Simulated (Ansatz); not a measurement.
Reaction: CH6Ge (SMILES [CH3][GeH3]) → CH5Ge (SMILES [CH3][GeH2], doublet) + H (doublet) (the Ge-H bond breaks)
Each species at its own B3LYP-D3(BJ)/def2-TZVP minimum (Ansatz, a program for electronic structure).

Quantity: bond dissociation energy (electronic), in kcal/mol. UHF or UKS for unpaired electrons; spin-orbit terms are left out. Correlated methods leave the cores frozen (noble-gas shells, and filled d and f shells in the p block). No relativity. CBS(X,Y): correlation extrapolated as X^-3, Hartree-Fock from the larger set. A bracket is a step between two methods taken in the basis named. Double hybrids freeze cores in their MP2 part. For partners of very few electrons the exact lower level stands in for a higher one.

CCSD(T)/CBS(cc-pVTZ,cc-pVQZ) + [CCSDT(Q) - CCSD(T)]/cc-pVTZ (Ansatz) gives 89.8 kcal/mol.

Q: How far off this value is PBE/def2-TZVPD (Ansatz), in which direction, and how far these levels: r2SCAN/def2-TZVPD, B3LYP/def2-TZVPD, PBE0/def2-TZVPD, wB97M-V/def2-TZVPD, B2PLYP/def2-TZVPD, CCSD(T)/CBS(cc-pVTZ,cc-pVQZ)?

A: PBE gives 85.6 kcal/mol, 4.2 kcal/mol below it. Differences of the others: r2SCAN/def2-TZVPD (Ansatz) -2.9; B3LYP/def2-TZVPD (Ansatz) -1.4; PBE0/def2-TZVPD (Ansatz) -3.4; wB97M-V/def2-TZVPD (Ansatz) -0.5; B2PLYP/def2-TZVPD (Ansatz) -1.9; CCSD(T)/CBS(cc-pVTZ,cc-pVQZ) (Ansatz) 0.0 kcal/mol.
